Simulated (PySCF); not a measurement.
**Atomic charges by several schemes**

Species: C6H12O.
Geometry (GFN2-xTB, Å), atoms numbered from 1 in this order:
```xyz
19
C6H12O angstrom
C      2.521    0.933   -0.010
C      1.763    0.478   -0.997
O      0.544   -0.098   -0.960
C     -0.111   -0.260    0.293
C      0.405   -1.505    1.015
C     -1.609   -0.372   -0.002
C     -2.171    0.917   -0.591
H      2.247    0.884    1.028
H      3.467    1.389   -0.233
H      2.089    0.546   -2.028
H      0.068    0.632    0.911
H      0.179   -2.391    0.426
H      1.483   -1.447    1.149
H     -0.067   -1.596    1.989
H     -2.129   -0.616    0.926
H     -1.758   -1.192   -0.707
H     -1.639    1.171   -1.504
H     -2.064    1.739    0.113
H     -3.226    0.798   -0.825
```

Density: PBE0/pcSseg-1 (PySCF); schemes: Mulliken, IAO, Hirshfeld and ESP-fitted. One conformer (not necessarily the lowest) at the GFN2-xTB geometry, without solvent, vibrations or thermal averaging.

Task: Do the Mulliken, IAO, Hirshfeld and ESP-fitted schemes agree on where the charge is highest?

Result: The schemes don't all agree: Mulliken H13 (+0.127); IAO H9 (+0.162); Hirshfeld C4 (+0.057); ESP-fitted C4 (+0.452).

Task: For which atoms does the sign change between the 4 schemes (beyond +0.03 e in one, beyond −0.03 e in another)?

Result: C4.

Task: What partial charge does each atom carry?

Result: In e:

```tsv
atom	environment	Mulliken	IAO	Hirshfeld	ESP-fitted
C1	terminal =CH2 carbon	-0.297	-0.436	-0.158	-0.731
C2	vinylic carbon bearing oxygen	+0.119	+0.067	+0.030	+0.176
O3	ether oxygen	-0.463	-0.336	-0.094	-0.352
C4	sp3 carbon bound to oxygen	-0.078	+0.096	+0.057	+0.452
C5	methyl carbon	-0.199	-0.434	-0.127	-0.691
C6	chain CH2 carbon	-0.217	-0.253	-0.071	-0.051
C7	methyl carbon	-0.262	-0.420	-0.122	-0.277
H8	vinylic hydrogen	+0.123	+0.144	+0.037	+0.243
H9	vinylic hydrogen	+0.121	+0.162	+0.044	+0.238
H10	vinylic hydrogen	+0.105	+0.158	+0.052	+0.126
H11	methine hydrogen	+0.114	+0.118	+0.034	+0.024
H12	methyl hydrogen	+0.114	+0.145	+0.041	+0.177
H13	methyl hydrogen	+0.127	+0.149	+0.037	+0.204
H14	methyl hydrogen	+0.111	+0.143	+0.045	+0.156
H15	methylene hydrogen	+0.117	+0.134	+0.042	+0.040
H16	methylene hydrogen	+0.122	+0.139	+0.038	+0.045
H17	methyl hydrogen	+0.125	+0.148	+0.035	+0.073
H18	methyl hydrogen	+0.105	+0.134	+0.037	+0.064
H19	methyl hydrogen	+0.114	+0.141	+0.041	+0.083
```

Mean size of the charges over all atoms: ESP-fitted 0.221 e, IAO 0.198 e, Mulliken 0.160 e, Hirshfeld 0.060 e. Each set sums to the total charge, 0, to within 0.001 e. The IAO scheme counts the electrons in orthogonalised intrinsic atomic orbitals, a minimal basis polarised so that it spans the occupied orbitals exactly. The Hirshfeld scheme weights the molecular density at each point by an atom's share of the summed free-atom densities.

Task: How closely do the schemes follow one another over all atoms?

Result: Correlation coefficient and root-mean-square difference: IAO with Hirshfeld 0.99, 0.159 e; Mulliken with IAO 0.92, 0.092 e; Hirshfeld with ESP-fitted 0.91, 0.237 e; Mulliken with Hirshfeld 0.89, 0.125 e; IAO with ESP-fitted 0.88, 0.148 e; Mulliken with ESP-fitted 0.73, 0.208 e.

Task: Sum the charges by element, for elements with more than one atom.

Result: 
| element | atoms | Mulliken | IAO | Hirshfeld | ESP-fitted |
| --- | --- | --- | --- | --- | --- |
| C | 6 | -0.934 | -1.379 | -0.391 | -1.122 |
| H | 12 | +1.397 | +1.715 | +0.484 | +1.473 |
